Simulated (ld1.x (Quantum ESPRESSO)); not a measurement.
# Before and after: PAW potential for H

hydrogen, PAW, made with ld1.x (Quantum ESPRESSO) 7.5 (PBE, scalar-relativistic). Core none, reference 1s1. Waves: 1s (bound): rcut 0.90, rcutus 1.20 bohr; 1s channel at 0.65 Ry: rcut 0.90, rcutus 1.20 bohr. Local part: all-electron potential smoothed inside 1.05 bohr (lloc = -1). Core correction: none. Augmentation charge: GAUSS, radius 0.80 bohr.

All-electron outer shells of the reference configuration (PBE, scalar-relativistic, ld1.x):

| shell | level (eV) | outermost node (bohr) | outermost maximum (bohr) |
| --- | --- | --- | --- |
| 1s | -6.49 | – | 1.03 |

Change: waves 1s (bound): rcut 0.90, rcutus 1.42 bohr; 1s channel at 0.65 Ry: rcut 0.90, rcutus 1.42 bohr.

Cutoffs: the cutoffs (Ry, on a coarse ladder) from which the occupation-weighted sum of valence levels, in a spherical-Bessel basis at the reference potential, stays within 10 and 1 mRy of its value at 400 Ry; they do not see the model core or the augmentation charge, which bear on the density cutoff. Errors are all-electron minus pseudo energies relative to the spin-unpolarised reference configuration.

What does the change do?

The potential gets softer (15 Ry and 30 Ry → 12 Ry and 18 Ry); neither file shows a bound ghost. A larger radius leaves more room for a smooth pseudo-wave, so fewer plane waves are needed.

```tsv
quantity	base	changed
cutoff, loose	15 Ry	12 Ry
cutoff, tight	30 Ry	18 Ry
bound ghosts	none	none
error for 1s0.5, meV [ΔE 4.76 eV]	0.0	-0.1
lowest overlap eigenvalue by channel	s 0.99	s 0.96
```
